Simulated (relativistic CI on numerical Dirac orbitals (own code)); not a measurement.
## Radial parameters of Tb26+

Calculated at this level of theory: Dirac-Coulomb-Breit CI, KLI orbitals optimised for each configuration, model QED (radiative potential, 1s self-energy scaled to tabulated hydrogen-like ionisation energies), unscaled Slater integrals (own radial code, finite nucleus).

Slater integrals F^k, G^k are unscaled and averaged over j, outside the closed core [Ar] 3d10; ζ comes from projecting the Hamiltonian with its Breit term on Σ l·s of the shell.

- 4s2 4p6 4d3: F^2(4d,4d) = 191630, F^4(4d,4d) = 130350, ζ(4d) = 27975 cm⁻¹; <r>(4d) = 0.5264, <r^2>(4d) = 0.3165 (bohr units).
- 4s2 4p5 4d4: ζ(4p) = 230400, F^2(4d,4d) = 191600, F^4(4d,4d) = 130330, F^2(4p,4d) = 194190, G^1(4p,4d) = 242880, G^3(4p,4d) = 155060, ζ(4d) = 27856 cm⁻¹; <r>(4p) = 0.5171, <r^2>(4p) = 0.3022, <r>(4d) = 0.5264, <r^2>(4d) = 0.3165 (bohr units).
- 4s2 4p6 4d2 4f: F^2(4d,4d) = 191510, F^4(4d,4d) = 130270, ζ(4d) = 27961, F^2(4d,4f) = 191240, F^4(4d,4f) = 125110, G^1(4d,4f) = 204140, G^3(4d,4f) = 138930, G^5(4d,4f) = 101570, ζ(4f) = 3913.8 cm⁻¹; <r>(4d) = 0.5268, <r^2>(4d) = 0.3169, <r>(4f) = 0.5092, <r^2>(4f) = 0.295 (bohr units).

Give the Racah parameters of the d shell in 4s2 4p6 4d3.

B = F²/49 − 5F⁴/441 = 2433 cm⁻¹ and C = 35F⁴/441 = 10345 cm⁻¹.

Averages of the first 10 configurations, taken without configuration mixing, which lowers the lowest level and can move excited configurations by several eV; other configurations of the list can lie among them:

```tsv
Configuration	Parity	States	Average energy above the lowest level (eV)
4s2 4p6 4d3	even	120	18.7
4s2 4p5 4d4	odd	1260	168.2
4s2 4p6 4d2 4f	odd	630	176.5
4s 4p6 4d4	even	420	282.8
4s 4p6 4d3 4f	odd	3360	438.8
4s2 4p6 4d2 5s	even	90	298.3
4s2 4p6 4d 4f 5s	odd	280	456.2
4s2 4p6 4d2 5p	odd	270	344.0
4s2 4p6 4d2 5d	even	450	408.2
4s2 4p5 4d3 5s	odd	1440	446.5
```
